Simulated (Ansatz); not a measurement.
## Relative stability

Two relaxed structures of LiSiH₃SO, closed shell (PBE0-D4/def2-TZVP; forces vanish, vibrations not checked).

A:

```
atom    x (Å)    y (Å)    z (Å)
 Li1   0.5946  -2.5087   1.8608
  O2   0.9540  -1.3230   0.8451
  S3   1.4284  -0.1697  -0.1719
 Si4  -0.4098   0.8120  -0.5559
  H5  -0.1165   1.9245  -1.5016
  H6  -1.0269   1.3655   0.6857
  H7  -1.4238  -0.1006  -1.1623
```

B:

| atom | x (Å) | y (Å) | z (Å) |
| --- | --- | --- | --- |
| Li1 | 1.7078 | -1.5590 | 2.0126 |
| O2 | 1.8209 | -1.9555 | 0.3471 |
| S3 | 1.5965 | -0.3669 | 0.0897 |
| Si4 | -0.5394 | -0.2629 | -0.0122 |
| H5 | -0.9457 | 1.1686 | -0.0516 |
| H6 | -1.1149 | -0.9038 | 1.2116 |
| H7 | -1.0838 | -0.9850 | -1.1914 |

Program: Ansatz 0.2.0. Basis: def2-TZVPP. Cores are frozen in the correlated methods. The outer core shell of Li, Na, Mg and K is correlated. B3LYP uses VWN-RPA correlation.

(1) Which structure is lower at CCSD(T), and by how much? (An estimate is asked for; the value comes from the calculation.)

(2) Do the other methods give the same order? (Judge from chemistry; the calculation decides.)

No T1 diagnostic of these runs exceeds 0.015.

Results:

(1) Computed: B, by 1.13 kcal/mol (electronic energy, against the other). By their contacts, A is LiSiH₃SO ([Li][O][S][SiH3]) and B is LiSiH₃SO ([SiH3][S]1[Li][O]1).

(2) By the calculation: Not all: HF gives the other order.

```tsv
method	E(B) − E(A) (kcal/mol)
PBE-D4	-2.75
r2SCAN-D4	-2.51
PBE0-D4	-1.94
B3LYP-D4	-0.74
wB97M-V	-0.78
HF	1.46
MP2	-1.14
CCSD	-0.39
CCSD(T)	-1.13
```

Labels in which every atom is bracketed show which atoms are joined, not bond orders.

For scale, one of the runs: CCSD(T)/def2-TZVPP, 176 basis functions, launched by `ansatz run in.yaml --threads 2 --pin off --events-out ev --progress --plain --max-ram 4352MiB`. Time: 10 s of wall clock on 2 CPU threads of an AMD EPYC 9R45; the host was shared. Peak host memory: 1.6 GiB.
